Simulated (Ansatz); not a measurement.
```yaml
crystal:
  periodic: [false, false, false]
  atoms:
    - {symbol: C, position_ang: [0.445134, 1.443817, -0.148690]}
    - {symbol: O, position_ang: [-0.523822, 0.692275, -0.062206]}
    - {symbol: Si, position_ang: [-0.158440, -1.119169, 0.090735]}
    - {symbol: S, position_ang: [-1.563334, -2.196295, 1.046181]}
    - {symbol: H, position_ang: [-0.044455, 2.860855, -0.042457]}
    - {symbol: H, position_ang: [1.224749, 1.434068, -0.093664]}
    - {symbol: H, position_ang: [0.478643, 1.768722, -1.502177]}
    - {symbol: H, position_ang: [1.477502, -0.964251, 0.701762]}
    - {symbol: H, position_ang: [-0.131432, -1.431960, -1.312007]}
    - {symbol: H, position_ang: [-1.154448, -1.541491, 1.951922]}
basis:
  gaussian: {orbitals: def2-SVPD}
hamiltonian: {xc: {name: HF}}
correlation: {method: mp2, frozen_orbitals: {C: 0}}
scf: {lower_state_search: light}
```

```sh
$ ansatz run in.yaml --threads 2 --pin off --events-out ev --progress --plain --max-ram 22528MiB --backend cpu
```

(1) How does Ansatz answer? (Best estimate.)

Answers

(1) The calculation gave: The program refused the input.
```
Functional definition: HF
Error: "frozen_orbitals" has no count for O
```
